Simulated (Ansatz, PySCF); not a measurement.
C2H4BN3, SMILES NB1N=CC=N1. Atoms are numbered in the order given.

```xyz
10

N      0.0000     0.0000     2.0680
B      0.0000     0.0000     0.6853
N      0.0000     1.2447    -0.1575
C      0.0000     0.7664    -1.3418
C      0.0000    -0.7664    -1.3418
N      0.0000    -1.2447    -0.1575
H      0.0000    -0.8571     2.6089
H      0.0000     0.8571     2.6089
H      0.0000     1.3803    -2.2576
H      0.0000    -1.3803    -2.2576
```
Charge 0, spin multiplicity 1.

Coordinates come from a B3LYP-D3(BJ)/def2-SVP optimisation. This is a generated structure with no PubChem entry under its InChIKey; it may be hypothetical. One conformer was computed; it need not be the lowest.

Two levels are set side by side: PBE-D3(BJ)/def2-SVP (Ansatz, a quantum-chemistry and plane-wave program) and B3LYP-D3(BJ)/def2-SVP (Ansatz). Each level has its own optimised geometry; the coordinates shown are those of the second. Frequencies come from the Hessian of PySCF at each geometry. Differences are taken from unrounded values.

| quantity | B3LYP-D3(BJ) | PBE-D3(BJ) | PBE-D3(BJ) minus B3LYP-D3(BJ) |
|---|---|---|---|
| mean bond length (Å) | 1.271 | 1.278 | 0.007 |
| bond N1–B2 (Å) | 1.383 | 1.391 | 0.008 |
| bond B2–N3 (Å) | 1.503 | 1.508 | 0.004 |
| bond B2–N6 (Å) | 1.503 | 1.508 | 0.004 |
| bond N3–C4 (Å) | 1.277 | 1.289 | 0.012 |
| bond C4–C5 (Å) | 1.533 | 1.533 | 0.000 |
| bond C5–N6 (Å) | 1.277 | 1.289 | 0.012 |
| bond N1–H7 (Å) | 1.014 | 1.021 | 0.007 |
| bond N1–H8 (Å) | 1.014 | 1.021 | 0.007 |
| bond C4–H9 (Å) | 1.103 | 1.112 | 0.009 |
| bond C5–H10 (Å) | 1.103 | 1.112 | 0.009 |
| highest harmonic wavenumber (cm⁻¹) | 3701 | 3627 | -74 |
| mean harmonic wavenumber (cm⁻¹) | 1350 | 1311 | -39 |
| zero-point energy (kcal/mol) | 46.32 | 44.99 | -1.32 |

Exact exchange shortens and stiffens bonds; PBE has none. Differences between two approximate levels are no errors against the true value.
